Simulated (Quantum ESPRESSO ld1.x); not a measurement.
Values are calculated unless marked as measured or tabulated.
All-electron atom: Se II in [Ar] 3d10 4p5 (not the ground configuration).

Code: ld1.x of Quantum ESPRESSO 7.5. Model: Dirac Kohn-Sham, revPBE, spin-unpolarised, spherical densities, point nucleus; open shells are shared between the two j in proportion to 2j + 1.

Energy parts (eV):
part                     energy
total                  -66097.3
kinetic                 67680.9
electron-nucleus      -159164.3
Hartree                 27771.7
exchange-correlation    -2385.6

Orbitals (lengths in bohr, moments of r in powers of bohr):
| orbital | occ. | eigenvalue (eV) | <1/r> |
|---|---|---|---|
| 1s1/2 | 2 | -12515.7 | 34.57 |
| 2s1/2 | 2 | -1620.32 | 7.686 |
| 2p1/2 | 2 | -1454.74 | 7.650 |
| 2p3/2 | 4 | -1412.98 | 7.413 |
| 3s1/2 | 2 | -227.259 | 2.500 |
| 3p1/2 | 2 | -170.633 | 2.379 |
| 3p3/2 | 4 | -164.759 | 2.323 |
| 3d3/2 | 4 | -67.2336 | 2.046 |
| 3d5/2 | 6 | -66.3353 | 2.031 |
| 4p1/2 | 1.66667 | -17.0190 | 0.6403 |
| 4p3/2 | 3.33333 | -16.5493 | 0.6281 |

The highest occupied level is 4p3/2 at -16.549 eV. The density falls to 0.001 e/bohr^3 at r = 3.99 bohr. Summed over all electrons, <r^2> = 33.08 bohr^2, which gives a Langevin (diamagnetic) susceptibility term of -26.2 x 10^-6 cm^3/mol.
